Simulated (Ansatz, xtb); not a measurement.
**FGeH5OSi: which of two isomers lies lower**

We compare a, `[F][GeH2][O][SiH3]`, a singlet, with b, `O[Si@H](F)[GeH3]`, a singlet. Both are isolated molecules in the gas phase, relaxed with B3LYP/6-31G*; the shapes shown needn't be the lowest conformers.

a (Å):

```tsv
atom	x (Å)	y (Å)	z (Å)
F	0.3376	2.6533	-1.5989
Ge	0.1313	0.9839	-2.0800
O	-1.1834	0.3533	-1.0648
Si	-1.8911	0.9879	0.3047
H	-0.3274	0.9586	-3.5518
H	1.4452	0.2416	-1.7548
H	-0.8749	1.3260	1.3386
H	-2.6778	2.2122	-0.0016
H	-2.8020	-0.0553	0.8400
```

b (Å):

```xyz
9

F    -0.5329    2.5447   -2.4225
Ge   -1.2626   -0.3716   -1.0307
O    -1.3750    2.6792    0.1275
Si   -0.4279    1.8609   -0.9577
H    -1.1058    3.5794    0.3626
H     1.0114    1.9472   -0.5811
H    -1.0897   -1.0478    0.3499
H    -2.7601   -0.4039   -1.4096
H    -0.4793   -1.2069   -2.0714
```

**Question.** Estimate which is lower in electronic energy at CCSD(T)/def2-SVP + ΔMP2/def2-TZVPP, and by roughly how much.

**Answer.** The CCSD(T)/def2-SVP + ΔMP2/def2-TZVPP calculation puts structure b lower, by 11.1 kcal/mol.

Level by level:

| level | geometry | E(b) − E(a) (kcal/mol) | departure from the last row (kcal/mol) | job, with rough time for the two |
| --- | --- | --- | --- | --- |
| B3LYP/6-31G* | B3LYP/6-31G* | −10.5 | +0.6 | optimisation, 1.8 min |
| HF/def2-SVP | B3LYP/6-31G* | −3.0 | +8.1 | part of the CCSD(T) run |
| MP2/def2-SVP | B3LYP/6-31G* | −4.4 | +6.7 | part of the CCSD(T) run |
| CCSD(T)/def2-SVP | B3LYP/6-31G* | −5.1 | +6.0 | single point |
| CCSD(T)/def2-SVP + ΔMP2/def2-TZVPP | B3LYP/6-31G* | −11.1 |  | single point, 31 s |

As drawn, b has 1 F–Si, 1 Ge–Si, 1 O–H, 1 Ge–H in place of 1 F–Ge, 1 Ge–O, 2 Si–H.

The levels shown agree on the order. The largest departure from CCSD(T)/def2-SVP + ΔMP2/def2-TZVPP is that of HF/def2-SVP, 8.1 kcal/mol. Levels run at GFN2-xTB geometries aren't shown. The last row adds to CCSD(T) the change of the MP2 difference between the two basis sets, here −6.0 kcal/mol, a large step that makes the value less sure.

With harmonic frequencies from B3LYP/6-31G* (ideal gas, rigid rotor, one conformer each, 298.15 K, 1 atm): on the last row, ΔE + ΔZPE = −10.5 kcal/mol. A mode under 50 cm⁻¹ makes harmonic enthalpies and free energies unreliable, so none is given.

The correlated steps freeze 16 core orbitals; the filled d shell of Ge is correlated, in a basis made for valence electrons. Run with Ansatz 0.2.0; the last row on 1 thread of Intel(R) Xeon(R) 6975P-C (Granite Rapids) on a shared host.
